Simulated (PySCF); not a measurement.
BGe₂H₇O (calculated)

Calculation on a computer-drawn molecule: the log of a Hartree-Fock and frozen-core CCSD(T) single point meant for a local Hartree-Fock minimum, with one planted fault or none, to be diagnosed. Offsets are logged minus clean, where the clean run is the same molecule without the fault. The reference is restricted for singlets and unrestricted otherwise, and also for a bond in bohr or an excited solution. Adding or removing an electron swaps singlet and doublet. The excited solution moves the top pair (singlet) or top alpha electron (doublet) to the lowest empty orbital. Highest occupied and lowest empty are orbital energies over both spins, largest force is the largest gradient component, triples share is (T) over the correlation energy, the T1 limit is 0.02 restricted and 0.045 unrestricted, electrons count all cores, a negative frequency is imaginary (commonest isotopes), and the dipole is about the centre of nuclear charge; on germanium a core potential holds 10 electrons, which the energies leave out, and 3d is frozen in MP2 and coupled-cluster steps. Program: PySCF 2.14.0.

### BGe₂H₇O

Logged structure:
```xyz
11
BGe2H7O
O      0.3106    -1.8242     1.0118
Ge    -0.5534    -0.2647     0.8280
B     -2.2267    -0.4620    -0.3992
Ge    -2.6269    -2.2237    -1.4496
H      0.7372    -2.1440     0.2304
H     -0.9153     0.1126     2.2645
H      0.4195     0.7763     0.2453
H     -2.9860     0.4632    -0.4755
H     -3.6023    -2.0263    -2.6171
H     -1.3371    -2.8415    -2.0103
H     -3.2431    -3.2344    -0.4715
```

- meant charge: 0
- meant multiplicity: 1
- meant basis: cc-pVDZ
- meant basis and core potential on germanium: cc-pVDZ-PP ECP10MDF
- logged electrons: 84
- logged basis functions: 109
- logged SCF converged: yes
- logged spin squared: 0
- logged highest occupied: -5.7159 eV
- logged lowest empty: -3.2671 eV
- logged largest force: 0.054379 hartree/bohr
- logged CC converged: no
- logged dipole magnitude: 1.7612 debye
- logged SCF stable within its kind: no
- logged energy HF: -690.0331 hartree
- possible faults: no fault, one electron removed, one electron added, multiplicity raised by two, geometry at a saddle point, SCF held on an excited solution, minimal basis STO-3G, one bond length entered in bohr, all coordinates scaled
- planted fault: SCF held on an excited solution
- HF energy offset from clean run: 200.9 kcal/mol

Drawn bonds:
```tsv
atom	other atom	order
1	2	1
2	3	1
3	4	1
1	5	1
2	6	1
2	7	1
3	8	1
4	9	1
4	10	1
4	11	1
```

Notes: CCSD not converged.
